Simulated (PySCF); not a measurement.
C₂H₇BO₂, SMILES CCB(O)O. Atoms are numbered in the order given.

```xyz
12

B      0.0016     0.5943     0.0000
C      0.7721    -0.7855     0.0000
C     -0.1113    -2.0264     0.0000
H      1.4506    -0.7969     0.8744
H      1.4506    -0.7969    -0.8744
H     -0.7685    -2.0456    -0.8825
H     -0.7685    -2.0456     0.8825
H      0.4785    -2.9562     0.0000
O     -1.3573     0.6084     0.0000
H     -1.6969     1.5106     0.0000
O      0.6425     1.8051     0.0000
H      1.5998     1.7225     0.0000
```

Geometry: PBE0-D3(BJ)/def2-SVP. Other conformers were not sampled.

These are PBE/pcSseg-1 (PySCF) values and carry that method's errors.

GIAO shieldings, no solvent; atoms listed in one row are averaged. δ = σ(ref) − σ: ¹¹B against BF3 (σ = 83.9 ppm); ¹³C against TMS (σ = 182.0 ppm); ¹H against TMS (σ = 31.49 ppm); ¹⁷O against H2O (σ = 334.3 ppm), references at their B3LYP-D3(BJ)/def2-TZVP geometries, non-relativistic.

| nucleus | atoms | count | δ (ppm) |
|---|---|---|---|
| ¹¹B | B1 | 1 | 19.1 |
| ¹³C | C3 | 1 | 12.1 |
| ¹³C | C2 | 1 | 11.4 |
| ¹H | H10 | 1 | 3.97 |
| ¹H | H12 | 1 | 3.58 |
| ¹H | H6, H7, H8 | 3 | 1.29 |
| ¹H | H4, H5 | 2 | 0.86 |
| ¹⁷O | O11 | 1 | 137.2 |
| ¹⁷O | O9 | 1 | 129.7 |
